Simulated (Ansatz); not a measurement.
Basis sets compared for Si₁₄H₂₂, a nanocrystal with a defect cut from the lattice of silicon (two caps of one atom removed). Total charge 0; singlet. Geometry PBE-D4/def2-SVP. Ansatz on 2 threads of AMD EPYC 7R13 on a shared host and a share (18 GiB) of an NVIDIA H100 80GB HBM3; times are rough, and most runs start from earlier orbitals.

```
atom   x (Å)   y (Å)   z (Å)
 Si1   3.263  -1.629  -2.301
 Si2  -3.473  -2.204   1.538
 Si3  -0.209  -1.928  -0.394
 Si4  -3.285   0.237  -1.612
 Si5  -0.228   1.955   0.210
 Si6   3.244   2.282  -1.692
 Si7  -3.491   1.598   2.132
 Si8   2.135  -2.130  -0.295
 Si9   2.906   0.514  -3.211
Si10  -1.144  -2.469   1.691
Si11  -4.067  -0.114   0.607
Si12   2.114   2.140   0.369
Si13  -1.165   1.826   2.360
Si14  -0.948   0.177  -1.168
 H15   4.743  -1.782  -2.048
 H16   2.866  -2.659  -3.330
 H17  -4.158  -2.368   2.874
 H18  -3.987  -3.288   0.622
 H19  -0.717  -2.953  -1.384
 H20  -0.748   3.227  -0.421
 H21   4.723   2.364  -1.402
 H22   2.837   3.573  -2.360
 H23  -4.175   1.340   3.453
 H24  -4.017   2.905   1.589
 H25   2.450  -3.563   0.065
 H26   2.649  -1.258   0.820
 H27   3.904   0.693  -4.331
 H28   1.527   0.600  -3.809
 H29  -0.813  -3.904   2.019
 H30  -0.561  -1.591   2.766
 H31  -5.581  -0.117   0.583
 H32   2.637   0.976   1.168
 H33   2.416   3.399   1.148
 H34  -0.571   0.668   3.117
 H35  -0.846   3.096   3.110
 H36  -0.232   0.386  -2.483
```

B3LYP takes the VWN-RPA correlation. Single mean-field runs in def2-TZVP are fitted with def2-universal-jkfit. The restricted singlet is unstable towards broken spin symmetry in Hartree–Fock (as tested in another run); at PBE-D4/def2-SVP, PBE-D4/def2-TZVP, B3LYP-D4/6-31G, B3LYP-D4/def2-TZVP and others this wasn't settled.

Binding counts from free atoms (Si triplet, H doublet) in the same basis, without a counterpoise term.

| level | functions | energy (Eh) | HOMO (eV) | LUMO (eV) | binding per atom (eV) | wall time |
| --- | --- | --- | --- | --- | --- | --- |
| PBE-D4/def2-SVP | 362 | -4062.8352 | -5.40 | -4.33 | 3.12 | 2.9 s |
| B3LYP-D4/6-31G | 226 | -4065.9664 | -5.95 | -3.67 | 2.87 | 4.1 s |
| PBE0-D4/def2-SVP | 362 | -4063.2513 | -6.32 | -3.69 | 3.11 | 4.6 s |

Q: Estimate the rows for PBE-D4/def2-TZVP (with forces), B3LYP-D4/def2-TZVP, PBE0-D4/def2-TZVP.

A: 
```
                         level  functions  energy (Eh)  HOMO (eV)  LUMO (eV)  binding per atom (eV)  wall time
PBE-D4/def2-TZVP (with forces)        650   -4064.2410      -5.40      -4.33                   3.12        7 s
            B3LYP-D4/def2-TZVP        650   -4066.6598      -6.11      -3.76                   3.12      5.5 s
             PBE0-D4/def2-TZVP        650   -4064.6427      -6.29      -3.65                   3.12      8.5 s
```
